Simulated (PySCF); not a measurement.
A calculated (BP86, PySCF 2.14, 6-31G*, no relativity, point nucleus) atom or ion has these occupied shells.

```tsv
shell	electrons	orbital energy (eV)	rms radius, mean of both spins (bohr)
1s α	1	-2755.2	0.106
1s β	1	-2754.8	0.106
2s α	1	-264.03	0.485
2s β	1	-263.69	0.485
2p α	3	-204.74	0.454
2p β	3	-204.28	0.454
3s α	1	-32.945	1.61
3s β	1	-30.538	1.61
3p α	3	-20.355	1.85
3p β	1	-18.416	1.85
```

(1) Name the element and its charge.

## Answers

(1) Cl⁺ (chlorine, charge +1), in [Ne] 3s2 3p4, high-spin 3P determinant.
